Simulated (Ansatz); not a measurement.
ClF2HSSi (`F[Si](F)(S)Cl`) from Hartree–Fock to CCSD(T)

Z-matrix (Å, degrees):
```
Si
F 1 1.575
S 1 2.095 2 106.6
F 1 1.577 2 107.6 3 120.6
Cl 1 2.020 2 109.4 3 -123.8
H 3 1.345 1 92.5 2 -175.9
```

The species carries charge 0 and has multiplicity 1. The structure was optimised at the PBE0-D4/def2-TZVP level. It is one conformer, not always the lowest. Frozen core, restricted reference, Ansatz. CBS rows extrapolate triple and quadruple zeta; past MP2 they add the triple-zeta difference.

```csv
basis,HF (Eh),MP2 corr.,CCSD corr.,(T),CCSD(T) total
def2-SVP,-1345.10927,-0.71932,-0.75214,?,?
def2-TZVPP,-1345.78615,?,-1.00656,-0.03648,?
def2-QZVPP,-1345.82939,-1.06712,–,–,–
CBS(def2),?,-1.13727,?,as TZ,?
```

Task: Fill in the withheld values. (An estimate is asked.)

Result: Computed: def2-SVP (T): -0.01462; def2-SVP CCSD(T) total: -1345.87603; def2-TZVPP MP2 corr.: -0.97242; def2-TZVPP CCSD(T) total: -1346.82919; CBS(def2) HF (Eh): -1345.83534; CBS(def2) CCSD corr.: -1.17140; CBS(def2) CCSD(T) total: -1347.04322.
